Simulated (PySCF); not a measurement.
## C⁺: excitation energy

C⁺ [He] 2s2 2p1 (2P) → C⁺ [He] 2s2 3s1 (2S), as a difference of total energies. Calculation: PySCF 2.14, in x2c-TZVPPall with one added diffuse shell each of s, p, d type (6s4p3d1f, 40 functions); the spin-free X2C one-electron Hamiltonian (Gaussian nucleus). Correlated levels: valence and next inner shell: nothing frozen. The calculations carry no spin-orbit coupling.

Q: Order these methods by the excitation energy they give, lowest first.
A. CCSDT (valence and next inner shell)
B. SCS-MP2 (valence and next inner shell)
C. UHF
D. CCSD (valence and next inner shell)

A: B (14.310 eV), C (14.356 eV), A (14.381 eV), D (14.462 eV).

Errors of the correlated levels include the incompleteness of this basis.

The coupled-cluster amplitudes are large for the upper state (T1 above 0.03 or a double amplitude above 0.15), so a single reference is strained.

For comparison: 14.444 eV (measured; NIST levels, between the centres of gravity of the two terms).
